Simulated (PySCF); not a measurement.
BBr₃. Atoms are numbered in the order given.

```xyz
4

B      0.0000     0.0000     0.0000
Br     1.9050     0.0000     0.0000
Br    -0.9525    -1.6498     0.0000
Br    -0.9525     1.6498     0.0000
```

Coordinates come from a r2SCAN-D4/def2-SVP optimisation. The isomer is the one that the SMILES or the coordinates give; other isomers of the formula were not compared.

The numbers are results of PySCF with PBE0/pcSseg-1, not measurements.

GIAO shieldings, no solvent; atoms alike by connectivity are averaged. δ = σ(ref) − σ: ¹¹B against BF3 (σ = 88.8 ppm), references at their B3LYP-D3(BJ)/def2-TZVP geometries, non-relativistic (without spin–orbit terms, shifts of atoms bonded to Cl or Br come out too high).

Computed chemical shifts:
| nucleus | atoms | count | δ (ppm) |
|---|---|---|---|
| ¹¹B | B1 | 1 | 57.0 |
